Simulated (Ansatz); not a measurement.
A nudged elastic band was laid between two geometries of CH$_{5}$GaO (8 atoms, charge 0, multiplicity 1).

Theory: RKS PBE/def2-SVP in Ansatz 0.2.0.

| Property | Result |
| --- | --- |
| movable images | 5 |
| climbing image | yes |
| spring | 5.0 eV/Å² |
| optimiser | quadratic models (default) |
| start path | through a guess of the saddle point |
| force threshold | 0.03 eV/Å |
| iteration limit | 60 |
| end points | relaxed |

Image 0:

```xyz
8
Properties=species:S:1:pos:R:3
Ga -0.744 -0.023 -0.536
C 0.718 0.731 0.561
O -0.896 -1.816 -0.748
H -0.205 -2.317 -0.278
H -1.884 0.735 -1.317
H 0.299 1.377 1.359
H 1.370 1.368 -0.071
H 1.341 -0.055 1.030
```

Image 6:

```xyz
8
Properties=species:S:1:pos:R:3
Ga -1.689 -0.465 -1.246
C 1.009 0.304 0.746
O -1.378 -2.092 -1.113
H 0.642 -0.694 0.430
H -2.000 1.037 -1.387
H 0.213 0.850 1.287
H 1.328 0.889 -0.139
H 1.876 0.171 1.421
```

**Question.** What changes between the two ends?

**Answer.** Bonds broken: Ga1–C2, O3–H4. Bonds formed: C2–H4. CH5GaO becomes CH4 + GaHO.

**Question.** What energy profile does the band end with?

**Answer.** It converged. The highest image is number 3 of 0 to 6, 59.2 kcal/mol above the first end and 24.9 kcal/mol above the last; the last end lies 34.3 kcal/mol above the first. Neighbouring images differ by up to 1.6 eV, so the band resolves the path poorly. A vibrational analysis at the climbing image gives one clearly imaginary mode, 1460i cm⁻¹: a first-order saddle point. The orbitals stay closed-shell, which can raise the energy where a bond breaks towards radicals; this wasn't checked here.

```json
{"image": "0", "path coordinate (Å)": "0.00", "energy (kcal/mol)": "0.0", "Ga1–C2 (Å)": "1.98", "O3–H4 (Å)": "0.97", "C2–H4 (Å)": "3.29"}
{"image": "1", "path coordinate (Å)": "0.68", "energy (kcal/mol)": "3.4", "Ga1–C2 (Å)": "1.97", "O3–H4 (Å)": "0.98", "C2–H4 (Å)": "2.67"}
{"image": "2", "path coordinate (Å)": "1.36", "energy (kcal/mol)": "21.4", "Ga1–C2 (Å)": "2.04", "O3–H4 (Å)": "1.01", "C2–H4 (Å)": "1.99"}
{"image": "3", "path coordinate (Å)": "2.03", "energy (kcal/mol)": "59.2", "Ga1–C2 (Å)": "2.30", "O3–H4 (Å)": "1.42", "C2–H4 (Å)": "1.36"}
{"image": "4", "path coordinate (Å)": "2.58", "energy (kcal/mol)": "41.8", "Ga1–C2 (Å)": "2.69", "O3–H4 (Å)": "1.94", "C2–H4 (Å)": "1.13"}
{"image": "5", "path coordinate (Å)": "3.13", "energy (kcal/mol)": "35.2", "Ga1–C2 (Å)": "3.08", "O3–H4 (Å)": "2.42", "C2–H4 (Å)": "1.11"}
{"image": "6", "path coordinate (Å)": "3.69", "energy (kcal/mol)": "34.3", "Ga1–C2 (Å)": "3.44", "O3–H4 (Å)": "2.90", "C2–H4 (Å)": "1.11"}
```

**Question.** What is the geometry of the highest image?

**Answer.** 
```xyz
8
Properties=species:S:1:pos:R:3
Ga -1.133 -0.233 -0.829
C 0.668 0.309 0.494
O -0.616 -1.860 -0.535
H 0.226 -0.925 0.115
H -1.902 1.022 -1.323
H 0.100 0.933 1.217
H 1.203 0.960 -0.228
H 1.453 -0.207 1.090
```

The band took 9 iterations and of the order of 110 core-seconds.

The run took 57 s on 2 threads of Arm Neoverse V1, on a shared host, peak memory 0.12 GiB.
